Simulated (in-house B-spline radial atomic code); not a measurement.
Computed with a B-spline radial atomic code. Model: two electrons, singlet ground state, non-relativistic, full CI in B-splines with partial waves to l = 8 (at full coupling up to 3e-4 hartree above the limit, correlation up to 0.6 % small), density held at that of full coupling by Lieb maximisation.

W(λ) is the mean repulsion in the state of coupling λ less the Hartree energy of the fixed density. Its start is exact exchange, its initial slope is twice the second-order Görling-Levy correlation energy, and its area from 0 to 1 is E_xc. A straight curve means weak, dynamic correlation, and a curve that drops fast and flattens means strong correlation.

Command:
```bash
python run_ac.py task.json out
```
Settings (lengths in bohr, energies in hartree):
```
potential              yukawa
strength               2.11
lmax                   8
second                 0.36
```

Cost of the run: 40 s on 1 thread of Intel(R) Xeon(R) Processor @ 2.30GHz, on a shared host.

**W = mean repulsion less Hartree energy, and W of three functionals.**

Given: confinement screened point charge; nuclear charge 2.11; screening of the nucleus 0.36 1/bohr; external potential -Z exp(-k r)/r.

Computed: PBE exchange minus exact 8.6626 millihartree; SCAN exchange minus exact -7.0484 millihartree.

| coupling | W xc (hartree) | W xc minus exchange (millihartree) | kinetic minus Kohn-Sham (millihartree) | LDA (PW92) W minus its exchange (millihartree) | PBE W minus its exchange (millihartree) | SCAN W minus its exchange (millihartree) |
| --- | --- | --- | --- | --- | --- | --- |
| 0 | -1.0489 | 0 | 0 | 0 | 0 | 0 |
| 0.02 | -1.0508 | -1.949 | 0.02 | -11.89 | -1.73 | -1.81 |
| 0.05 | -1.0537 | -4.84 | 0.12 | -24.32 | -4.35 | -4.47 |
| 0.12 | -1.0603 | -11.44 | 0.68 | -46.48 | -10.49 | -10.44 |
| 0.25 | -1.0721 | -23.177 | 2.84 | -77.4 | -21.75 | -20.9 |
| 0.4 | ? | ? | ? | ? | ? | ? |
| 0.6 | -1.1006 | -51.771 | 14.88 | -135.4 | -50.04 | -45.94 |
| 0.8 | -1.1153 | -66.384 | 25.09 | -160.48 | -64.77 | -58.65 |
| 1 | -1.1288 | -79.908 | 37.24 | -182.11 | -78.52 | -70.42 |
| 1.4 | -1.153 | -104.12 | 66.17 | -218.27 | -103.4 | -91.59 |
| 2 | -1.1835 | -134.62 | 117.72 | -260.88 | -135.32 | -118.67 |
| 3 | -1.223 | -174.11 | 215.44 | -313.6 | -177.93 | -154.75 |
| 4.5 | -1.265 | -216.08 | 370.81 | -369.1 | -225.58 | -194.9 |
| 7 | ? | ? | ? | ? | ? | ? |
| 10 | -1.3426 | -293.77 | 899.74 | -478.07 | -324.57 | -274.79 |

Question: What belongs in the row 0.4?

Answer: W xc (hartree): -1.0848; W xc minus exchange (millihartree): -35.939; kinetic minus Kohn-Sham (millihartree): 6.98; LDA (PW92) W minus its exchange (millihartree): -105.28; PBE W minus its exchange (millihartree): -34.27; SCAN W minus its exchange (millihartree): -32.12.

Question: What belongs in the row 7?

Answer: W xc (hartree): -1.3096; W xc minus exchange (millihartree): -260.77; kinetic minus Kohn-Sham (millihartree): 623.05; LDA (PW92) W minus its exchange (millihartree): -430.16; PBE W minus its exchange (millihartree): -280.36; SCAN W minus its exchange (millihartree): -240.07.

Question: What is the LDA exchange minus exact?

Answer: 143.04 millihartree.

**Energy parts, natural occupations and partial-wave weights.**

Computed: exchange energy -1.0489 hartree; correlation energy -0.042667 hartree; kinetic part of the DFT correlation energy 0.037241 hartree; initial slope twice GL2 -0.097881 hartree; kinetic part over minus potential part 0.46605; Hartree energy 2.0978 hartree; Kohn-Sham kinetic 3.0577 hartree.

```
natural  occupation of the shell (electrons)
      s                                1.984
      s                            0.0080998
      p                            0.0070584
      d                           0.00030138
      p                                    ?
      s                            0.0001371
```

Question: What belongs in the row p?

Answer: occupation of the shell (electrons): 0.00024039.

| wave | weight |
| --- | --- |
| s | 0.99614 |
| p | 0.0036611 |
| d | ? |
| f | 2.3174e-05 |
| g | 5.3041e-06 |

Question: What belongs in the row d?

Answer: weight: 0.00016918.

Question: What is the Lieb Oxford ratio E_xc over LDA exchange?

Answer: 1.205.

Question: What is the total energy?

Answer: -1.9799 hartree.

Half-way to full coupling W has made 55 % of its drop, against 50 % for a straight line, and second-order (GL2) theory, half the initial slope, overshoots the correlation energy by about 15 %: a moderate bend, as in light atoms. Over couplings 0 to 1 the errors in E_xc come to about +73 millihartree for LDA, +10 millihartree for PBE, -2.3 millihartree for SCAN, so SCAN is nearest. In LDA and SCAN the errors of exchange and correlation have opposite signs, so the sum is smaller than the larger of the two.
